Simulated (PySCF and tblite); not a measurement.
Values are calculated unless marked as measured or tabulated.
C9H12O, numbered as in [CH3:1][CH:2]([CH3:3])[O:4][c:5]1[cH:6][cH:7][cH:8][cH:9][cH:10]1.

Geometries PBE0-D3(BJ)/def2-SVP; weights from CAM-B3LYP-D3(BJ)/def2-SVPD (IEF-PCM, chloroform) energies and GFN2-xTB thermal corrections, with symmetry numbers and mirror pairs. Conformers within 3 kcal/mol (GFN2-xTB free energy) were kept, 6 at most. Couplings: B3LYP/pcSseg-1 with pcJ-1 on H (gas phase; spin-dipole term only for pairs with B, N, F, Si or P). Couplings are for ¹H. (PySCF 2.14, tblite 0.8.)

Torsions listed: C1–C2–O4–C5, C2–O4–C5–C6. Of a mirror pair one member is shown.

| conformer | shape | weight % |
| --- | --- | --- |
| 1 | -160°, 5° | 99.9 |
| 2 | 66°, 180° | 0.1 |

Problem. Give the couplings in each conformer and the averages at 298.15 K (pairs that fast motion interchanges averaged).

Solution. 
| coupling | pairs | 1 | 2 | average (Hz) |
| --- | --- | --- | --- | --- |
| ²J(H1,H1) | 6 | -14.1 | -14.5 | -14.1 |
| ³J(H1,H2) | 6 | 6.7 | 8.0 | 6.7 |
| ³J(H6,H7) | 2 | 9.3 | 9.3 | 9.3 |
| ⁴J(H6,H8) | 2 | 0.6 | 0.6 | 0.6 |
| ⁴J(H6,H10) | 1 | 2.4 | 2.4 | 2.4 |
| ³J(H7,H8) | 2 | 8.2 | 8.2 | 8.2 |
| ⁴J(H7,H9) | 1 | 1.2 | 1.3 | 1.2 |

Only couplings over up to 4 bonds are listed; longer-range ones, if any, are left out.
